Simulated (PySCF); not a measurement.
# Solvent effects on NMR parameters

Molfile (atoms numbered from 1):
```
C4H12N2Si
     RDKit          3D

 19 19  0  0  0  0  0  0  0  0999 V2000
    2.5263   -0.3725   -0.3761 C   0  0  0  0  0  0  0  0  0  0  0  0
    1.3179   -1.0308   -0.8001 N   0  0  0  0  0  0  0  0  0  0  0  0
    0.1498   -0.6689   -0.0249 C   0  0  2  0  0  0  0  0  0  0  0  0
   -1.0949   -1.4456   -0.4718 C   0  0  0  0  0  0  0  0  0  0  0  0
   -2.3358   -0.8038    0.1405 C   0  0  0  0  0  0  0  0  0  0  0  0
   -2.1645    0.6338    0.0225 N   0  0  0  0  0  0  0  0  0  0  0  0
   -0.5061    1.1399   -0.0327 Si  0  0  0  0  0  4  0  0  0  0  0  0
    2.7909   -0.6953    0.6445 H   0  0  0  0  0  0  0  0  0  0  0  0
    2.4648    0.7404   -0.3558 H   0  0  0  0  0  0  0  0  0  0  0  0
    3.3625   -0.6514   -1.0340 H   0  0  0  0  0  0  0  0  0  0  0  0
    1.1422   -0.8347   -1.7835 H   0  0  0  0  0  0  0  0  0  0  0  0
    0.3573   -0.9255    1.0326 H   0  0  0  0  0  0  0  0  0  0  0  0
   -1.1694   -1.3799   -1.5725 H   0  0  0  0  0  0  0  0  0  0  0  0
   -1.0121   -2.5137   -0.2163 H   0  0  0  0  0  0  0  0  0  0  0  0
   -2.4432   -1.1345    1.1953 H   0  0  0  0  0  0  0  0  0  0  0  0
   -3.2429   -1.1444   -0.3883 H   0  0  0  0  0  0  0  0  0  0  0  0
   -2.9681    1.2071    0.2406 H   0  0  0  0  0  0  0  0  0  0  0  0
   -0.0784    1.9891    1.1292 H   0  0  0  0  0  0  0  0  0  0  0  0
   -0.1321    1.8967   -1.2759 H   0  0  0  0  0  0  0  0  0  0  0  0
  1  2  1  0
  2  3  1  0
  3  4  1  0
  4  5  1  0
  5  6  1  0
  6  7  1  0
  7  3  1  0
  1  8  1  0
  1  9  1  0
  1 10  1  0
  2 11  1  0
  3 12  1  1
  4 13  1  0
  4 14  1  0
  5 15  1  0
  5 16  1  0
  6 17  1  0
  7 18  1  0
  7 19  1  0
M  END
```

GIAO PBE0/pcSseg-1 in PySCF on one PBE0-D3(BJ)/def2-SVP conformer, non-relativistic, equivalent nuclei averaged. Solvents enter as an IEF-PCM continuum (chloroform with ε = 4.7, dichloromethane with ε = 8.9) around the gas-phase geometry. Shifts are referred to TMS computed in the same medium.

Gas phase, δ in ppm: C3 53.3, C5 45.9, C1 40.5, C4 37.4, Si7 -25.8, H18 5.09, H19 4.72, H16 3.10, H15 2.99, H8/H9/H10 2.45, H12 2.42, H14 2.16, H13 1.45, H17 -0.12. Dipole moment 0.71 D.

(1) How does each δ change in the continuum?

(2) Which of the listed nuclei move most (in ppm), and what does the model miss? (N and O are left out, as their reference compounds move with the solvent too.)

Answers

(1) 
```json
{"atoms": "C3", "environment": "sp3 CH bonded to N and Si", "Δδ, chloroform": "+0.7", "Δδ, dichloromethane": "+0.8"}
{"atoms": "C5", "environment": "sp3 CH2 bonded to N", "Δδ, chloroform": "+0.4", "Δδ, dichloromethane": "+0.5"}
{"atoms": "C1", "environment": "methyl carbon bonded to N", "Δδ, chloroform": "+0.3", "Δδ, dichloromethane": "+0.4"}
{"atoms": "C4", "environment": "sp3 CH2 in a ring", "Δδ, chloroform": "+0.5", "Δδ, dichloromethane": "+0.6"}
{"atoms": "Si7", "environment": "silicon bonded to C, N, 2 H, in a 5-membered ring", "Δδ, chloroform": "-0.4", "Δδ, dichloromethane": "-0.5"}
{"atoms": "H18", "environment": "hydrogen on a silicon bonded to C, N, in a 5-membered ring", "Δδ, chloroform": "-0.09", "Δδ, dichloromethane": "-0.10"}
{"atoms": "H19", "environment": "hydrogen on a silicon bonded to C, N, in a 5-membered ring", "Δδ, chloroform": "-0.07", "Δδ, dichloromethane": "-0.08"}
{"atoms": "H16", "environment": "hydrogen on an sp3 CH2 bonded to N", "Δδ, chloroform": "+0.04", "Δδ, dichloromethane": "+0.05"}
{"atoms": "H15", "environment": "hydrogen on an sp3 CH2 bonded to N", "Δδ, chloroform": "+0.01", "Δδ, dichloromethane": "+0.01"}
{"atoms": "H8/H9/H10", "environment": "hydrogen on a methyl carbon bonded to N", "Δδ, chloroform": "+0.01", "Δδ, dichloromethane": "+0.01"}
{"atoms": "H12", "environment": "hydrogen on an sp3 CH bonded to N and Si", "Δδ, chloroform": "+0.07", "Δδ, dichloromethane": "+0.08"}
{"atoms": "H14", "environment": "hydrogen on an sp3 CH2 in a ring", "Δδ, chloroform": "-0.05", "Δδ, dichloromethane": "-0.07"}
{"atoms": "H13", "environment": "hydrogen on an sp3 CH2 in a ring", "Δδ, chloroform": "+0.05", "Δδ, dichloromethane": "+0.06"}
{"atoms": "H17", "environment": "hydrogen on a nitrogen bonded to C, Si, in a 5-membered ring", "Δδ, chloroform": "+0.37", "Δδ, dichloromethane": "+0.44"}
```

Changes are relative to the gas phase. The dipole moment becomes 0.87 D in chloroform, 0.90 D in dichloromethane.

(2) C3 (sp3 CH bonded to N and Si, +0.8 ppm) in dichloromethane. A continuum only polarises the solute; specific hydrogen bonds, the anisotropy of aromatic solvents and changes of geometry or conformer are outside it.
